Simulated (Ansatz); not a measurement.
Reaction (ligand exchange at the Si–O bond): `C=C[Si](O)(O)O[SiH3]` + HCl → `C=C[Si](O)(Cl)O[SiH3]` + H₂O

Computed with Ansatz on PBE0-D4/def2-TZVP structures; ΔE is electronic, products minus reactants. CCSD(T)/CBS adds triple-zeta CCSD(T) − MP2 to the extrapolated MP2 energy (def2 sets, frozen cores). This one scheme is used for every species. Functionals use def2-TZVPP. B3LYP here is the variant with VWN-RPA as its local correlation; programs differ in this. One conformer a species, not always the lowest.

CCSD(T)/CBS gives -0.1 kJ/mol.

**Question.** Another level gave +2.2 kJ/mol. Which?
A. B3LYP-D4/def2-TZVPP
B. CCSD/def2-TZVPP
C. PBE-D4/def2-TZVPP
D. HF/def2-TZVPP

**Answer.** A. B3LYP-D4 2.2, CCSD/def2-TZVPP 8.3, HF/def2-TZVPP 12.5, PBE-D4 -4.9 kJ/mol.

Largest T1 diagnostic among the species: 0.012.

In def2-TZVPP, CCSD(T) changes the Hartree–Fock value by −6.2 kJ/mol (the triples alone add −2.0 kJ/mol) and MP2 by −12.1 kJ/mol. The D4 term adds −5.3 kJ/mol with B3LYP and −2.9 kJ/mol with PBE0; it sums over pairs of atoms, weighted by their polarisabilities, and B3LYP, whose exchange is more repulsive, gets the larger term.
